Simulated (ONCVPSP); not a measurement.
## What one change does to a pseudopotential (strontium, ONCV)

strontium, optimised norm-conserving Vanderbilt (ONCV), made with ONCVPSP 4.0.1 (LDA (Perdew-Zunger), scalar-relativistic). Core [Kr], reference 5s2. Waves: 5s: rc 3.70 bohr, ncon 5, nbas 8, qcut 2 1/bohr, 3 projectors, debl 1.9 Ha; p scattering state at 0.16 Ha: rc 4.00 bohr, ncon 4, nbas 7, qcut 1.9 1/bohr, 2 projectors, debl 0.8 Ha; d scattering state at 0.37 Ha: rc 2.85 bohr, ncon 4, nbas 8, qcut 3.3 1/bohr, 2 projectors, debl 2.4 Ha. Local part: polynomial inside 2.25 bohr (lpopt 5, dvloc0 4 Ha). Core correction: none.

In the p channel the program set the typed energies aside and used 0.050, 0.850 Ha. In the d channel the program set the typed energies aside and used 0.050, 2.450 Ha.

Change: core correction Teter function, fcfact 1.5, rcfact 1.6.

Cutoffs: the cutoffs (Ha) at which the residual kinetic energy of the hardest occupied pseudo-wave falls to 1 and 0.1 mHa per electron; they do not see the model core or the augmentation charge, which bear on the density cutoff. Errors are all-electron minus pseudo energies relative to the spin-unpolarised reference configuration.

Problem. How do hardness, ghosts and transferability respond?

Solution. The potential gets neither clearly harder nor softer (1.6 Ha and 3.0 Ha → 1.6 Ha and 3.0 Ha); of the 4 tests that both files solve, the error grows in 0 and shrinks in 4 by more than 15 % and 0.3 meV (median size 25.6 → 4.8 meV); neither file shows a bound ghost. Exchange and correlation are not linear in the density, so unscreening with the valence charge alone errs where core and valence overlap; a model core restores that term. A model core, the more so a compact one, raises the density cutoff, which this test does not measure.

| quantity | base | changed |
| --- | --- | --- |
| cutoff, loose | 1.6 Ha | 1.6 Ha |
| cutoff, tight | 3.0 Ha | 3.0 Ha |
| bound ghosts | none | none |
| GHOST(+) flags under 300 eV | s at 143.8 eV | s at 143.8 eV |
| error for 5s1, meV [ΔE 6.06 eV] | +33 | -6.7 |
| error for 5s1.5, meV [ΔE 2.41 eV] | +5.0 | -1.7 |
| error for 5s1 5p1, meV [ΔE 2.39 eV] | +18 | +2.8 |
| error for 4d1 5s1, meV [ΔE 2.34 eV] | +175 | +53 |
| s: phases at 3.76 bohr within 0.05 rad from the reference energy up to (Ha; the scan ends near 5) | n/a | n/a |
| p: phases at 4.06 bohr within 0.05 rad from the reference energy up to (Ha; the scan ends near 5) | 1.1 | 1.1 |
| d: phases at 2.89 bohr within 0.05 rad from the reference energy up to (Ha; the scan ends near 5) | 1.1 | 1.1 |

Base: The cutoffs count occupied waves only; projector 2 of the d channel, the hardest unoccupied one, needs 34 Ha at the loose tolerance. Changed file: The cutoffs count occupied waves only; projector 2 of the d channel, the hardest unoccupied one, needs 34 Ha at the loose tolerance.
